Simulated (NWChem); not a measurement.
Species: FeCl$_{2}$, quintet; SMILES [Cl][Fe][Cl]

Program: NWChem. Pople sets run with spherical d functions. Spin-unrestricted. No stability test was run on the SCF state. Each level has its own optimisation; frequencies are unscaled.

For level B3LYP/6-31G*:

```
Quantity                           Value
---------------------------------  -----
r Cl–Fe (Å)                        2.131
highest harmonic frequency (cm⁻¹)    501
lowest (cm⁻¹)                         63
```

Estimate the same quantities for level B3LYP/3-21G.


- r Cl–Fe (Å): 2.193
- highest harmonic frequency (cm⁻¹): 454
- lowest (cm⁻¹): 48
